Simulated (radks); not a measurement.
In28+, configuration [Ar] 3d3.

Calculated with a radial shooting solver on a logarithmic mesh with Libxc functionals: scalar-relativistic Kohn-Sham, SCAN, spin-polarised, spherical densities, finite nucleus; open shells are filled with parallel spins first (spin-orbit coupling, left out, can overturn this in heavy ions); meta-GGA in the generalised Kohn-Sham scheme; Fermi nuclear charge, rms radius 4.6156 fm.

Energy parts (hartree):
part                        energy
total                  -5366.76818
kinetic                 5615.21752
electron-nucleus      -11954.73871
Hartree                 1090.78697
exchange-correlation    -118.03397

Orbitals (lengths in bohr, moments of r in powers of bohr; r(90%) holds 90 % of the orbital's charge):
[
 {"orbital": "1s up", "occ.": "1", "eigenvalue (hartree)": "-1068.204", "r(90%)": "0.0534"},
 {"orbital": "1s down", "occ.": "1", "eigenvalue (hartree)": "-1068.194", "r(90%)": "0.0534"},
 {"orbital": "2s up", "occ.": "1", "eigenvalue (hartree)": "-199.2796", "r(90%)": "0.197"},
 {"orbital": "2s down", "occ.": "1", "eigenvalue (hartree)": "-198.7995", "r(90%)": "0.197"},
 {"orbital": "2p up", "occ.": "3", "eigenvalue (hartree)": "-183.6397", "r(90%)": "0.181"},
 {"orbital": "2p down", "occ.": "3", "eigenvalue (hartree)": "-183.2821", "r(90%)": "0.181"},
 {"orbital": "3s up", "occ.": "1", "eigenvalue (hartree)": "-68.66218", "r(90%)": "0.472"},
 {"orbital": "3s down", "occ.": "1", "eigenvalue (hartree)": "-68.15803", "r(90%)": "0.473"},
 {"orbital": "3p up", "occ.": "3", "eigenvalue (hartree)": "-63.54667", "r(90%)": "0.471"},
 {"orbital": "3p down", "occ.": "3", "eigenvalue (hartree)": "-63.01232", "r(90%)": "0.473"},
 {"orbital": "3d up", "occ.": "3", "eigenvalue (hartree)": "-56.53866", "r(90%)": "0.438"}
]

The highest occupied level is 3d up at -1538.5 eV. The electron density at the nucleus is 1.796e+05 e/bohr^3 (large components only). The spin density at the nucleus is -8.96 e/bohr^3 (1s -1.70, 2s -36.35, 3s 29.10). The density falls to 0.001 e/bohr^3 at r = 0.95 bohr. Spin moment in Bohr magnetons: 3.

Empty levels of this run are not shown, since the potential may be unsettled where no density lies.
